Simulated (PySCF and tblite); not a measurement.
Values are calculated unless marked as measured or tabulated.
System: C₇H₆F₂, numbered as in [F:1][C:2]1=[CH:3][CH:4]=[CH:5][CH:6]=[C:7]([F:8])[CH2:9]1.

For the inversion of the 7-membered ring (2–3–4–5–6–7–9): electronic barrier 2.76 kcal/mol, zero-point change -0.09 kcal/mol, thermal and entropy terms at 200 K a further 0.18 kcal/mol (symmetry numbers apart). The minimum is Cs, the saddle C2v. Geometries: GFN2-xTB; energies: PBE0/pcSseg-1 + D3(BJ); zero-point and thermal terms from GFN2-xTB harmonic modes (soft modes blended into free rotors). Rate constants are transition-state-theory values, counting equivalent paths, without tunnelling. Programs: tblite and PySCF.

(1) How many equivalent paths lead out of the minimum?

(2) Work out the rate at 200 K.

Answers

(1) 1: the symmetry number of the minimum is 1, that of the saddle displaced along its mode 1.

(2) ΔG‡ = 2.85 kcal/mol; k_B T/h = 4.2×10¹² s⁻¹; exp(−ΔG‡/RT) = 0.00077; times 1 gives k = 3.2×10⁹ s⁻¹. Wigner's tunnelling factor for the 84i cm⁻¹ mode would be 1.01.
